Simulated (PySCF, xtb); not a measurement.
Si(H)(F) cation (FHSi), SMILES F[SiH] (connectivity only; charge and spin as stated), charge +1, multiplicity 2.

Harmonic wavenumbers (cm⁻¹) from GFN2-xTB in xtb at its own minimum, in rising order: 420, 964, 2225.

Q: What does PBE-D3(BJ)/def2-TZVPD (PySCF 2.14.0) give at its own minimum? (Estimate from the structure and the level; the computed values follow.)

A: 623, 975, 1860. Paired by order, the mean absolute difference is 193 cm⁻¹ and the zero-point energies are 5.2 and 4.9 kcal/mol.
